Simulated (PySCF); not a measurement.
Telling isomers of C$_{6}$H$_{6}$ClF apart by NMR

No solvent, equivalent nuclei averaged, relativity neglected, single conformer. Shieldings: GIAO PBE0/pcSseg-1; coordinates at the GFN2-xTB level; PySCF.

References, each an isolated molecule treated in the same way: ¹H, ¹³C vs TMS. Splittings of carbon signals by F and P are missing where no couplings were computed. Where no couplings were computed, multiplicities follow the n + 1 count of equivalent neighbours, and m marks all less simple cases (inequivalent or close neighbours, rings, F or P nearby). Shifts are as computed. Against solution values, carbons near 30 ppm lie about +3 ppm off and those near 130 ppm about +5 ppm; carbons on Cl a further +6 ppm. Of 1211 compounds with measured shifts, 218 miss one by over three times the rms of a fit or turn the order of signals round; such compounds aren't used in these exercises. Carbons bonded to Cl come out too deshielded.

(1) Tabulate the signals of `C=C1CC(CCl)=C1F`, `F[C@@H]1[C@H]2C[C@@H]3[C@H]2[C@]13Cl`, `F[C@H]1C=CC=C(Cl)C1` and their relative energies.

(2) What is the quickest way to tell F[C@@H]1[C@H]2C[C@@H]3[C@H]2[C@]13Cl from F[C@H]1C=CC=C(Cl)C1?

(3) What is the quickest way to tell C=C1CC(CCl)=C1F from F[C@@H]1[C@H]2C[C@@H]3[C@H]2[C@]13Cl?

(4) What is the quickest way to tell C=C1CC(CCl)=C1F from F[C@H]1C=CC=C(Cl)C1?

## Answers

(1) 
```json
{"SMILES": "C=C1CC(CCl)=C1F", "carbon types": "3×C 3×CH2", "δC": "157.5, 148.5, 130.3, 107.7, 43.4, 30.1", "δH": "5.42 (m, 1H), 5.09 (m, 1H), 4.41 (s, 2H), 2.61 (s, 2H)", "E rel. (kcal/mol)": "26.4"}
{"SMILES": "F[C@@H]1[C@H]2C[C@@H]3[C@H]2[C@]13Cl", "carbon types": "1×C 4×CH 1×CH2", "δC": "108.0, 52.1, 46.0, 42.7, 34.4, 31.4", "δH": "5.44 (m, 1H), 3.83 (m, 1H), 2.49 (m, 1H), 2.17 (m, 1H), 1.90 (m, 1H), 1.89 (m, 1H)", "E rel. (kcal/mol)": "38.9"}
{"SMILES": "F[C@H]1C=CC=C(Cl)C1", "carbon types": "1×C 4×CH 1×CH2", "δC": "149.2, 136.8, 127.6, 126.5, 86.5, 43.0", "δH": "6.61 (m, 1H), 6.46 (m, 1H), 6.17 (m, 1H), 5.18 (m, 1H), 3.00 (m, 1H), 2.72 (m, 1H)", "E rel. (kcal/mol)": "0.0"}
```

Energies are electronic energies at PBE0/pcSseg-1 on these geometries, without zero-point or thermal terms, each for the one conformer computed, which needn't be the lowest.

(2) Both give the same number of carbon signals, with the same numbers of each carbon type, so the positions decide. The first has a three-membered-ring carbon (C) at 52.1 ppm, the second a fully substituted alkene carbon (C) at 149.2 ppm. Their most deshielded carbons lie at 108.0 and 149.2 ppm. In the proton spectra the most deshielded non-exchanging signals are 5.44 (m, 1H) and 6.61 (m, 1H).

(3) Both give the same number of carbon signals, but DEPT or the intensities differ. The first has a fully substituted alkene carbon (C) at 157.5 ppm, the second an sp3 CH bonded to F at 108.0 ppm.

(4) Both give the same number of carbon signals, but DEPT or the intensities differ. The first has a terminal =CH2 carbon at 107.7 ppm, the second an alkene CH at 136.8 ppm. Their most deshielded carbons lie at 157.5 and 149.2 ppm. In the proton spectra the most deshielded non-exchanging signals are 5.42 (m, 1H) and 6.61 (m, 1H).
